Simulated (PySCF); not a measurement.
**SrS and its ions**

RHF-CCSD(T); PySCF, scalar-relativistic core potentials, basis sets Sr def2-SVP with ECP28, S def2-SVP. Neutral (RHF): singlet (closed shell), Re = 2.529 Å, ωe = 349 cm⁻¹, De = 2.52 eV.

SrS⁺ (UHF): doublet (π ↑), Re = 2.674 Å, ωe = 322 cm⁻¹, De = 2.10 eV to Sr⁺ + S. The energies at the minima are -427.98929 hartree for SrS and -427.76983 for SrS⁺.

(1) Work out the adiabatic ionisation energy, without and with harmonic zero-point energies (1 hartree = 27.2114 eV, 1 eV = 8065.5 cm⁻¹), and the change of the bond length.

Correlated steps freeze 5 core orbitals. Correlated levels converge slowly with the basis: in double zeta they bind strong bonds too weakly, by up to about 1 eV, and carry superposition errors of some tenths. Spin–orbit coupling is left out. For an ion De counts to the pair picked by the measured ionisation energies or electron affinities, which need not be the lowest pair at this level. Where the molecule has an RHF reference, its open-shell atoms are computed with UHF. The CCSD T1 diagnostic is raised in SrS, a sign that a single reference may not be enough there. States were picked by a PBE0 search and need not be the measured ground states.

Neutral and ion stand on different kinds of reference determinant, which adds to the error of the difference.

Answers

(1) At CCSD(T): 0.21946 hartree = 5.972 eV between the minima; the zero-point term (322.0 − 349.0)/2 cm⁻¹ = -0.002 eV makes it 5.970 eV. Re changes by +14.5 pm against the neutral. The electron leaves a π orbital, and the longer bond of the ion fits a bonding orbital, or a change in how ionic the bond is.
